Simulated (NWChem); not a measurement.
CH₅Al; SMILES [CH3][AlH2]

```xyz
7

Al     0.0015     0.7167    -0.0033
H     -1.3794     1.5130     0.0103
H      1.3627     1.5458     0.0108
C      0.0044    -1.2394    -0.0040
H     -0.2448    -1.6145     1.0054
H      0.9783    -1.6732    -0.2793
H     -0.7630    -1.6515    -0.6804
```
Atoms are numbered in this order, from 1.

Computed with NWChem. Structure relaxed at the PBE0/def2-SVP level.

Among these, which level gives the highest value of “orbital gap (eV)”?
A. PBE/STO-3G
B. PBE/pcseg-1
C. PBE/pcseg-2
D. PBE/def2-SVP

A, PBE/STO-3G. Values: PBE/pcseg-1 4.72; PBE/pcseg-2 4.73; PBE/def2-SVP 4.74; PBE/STO-3G 7.39
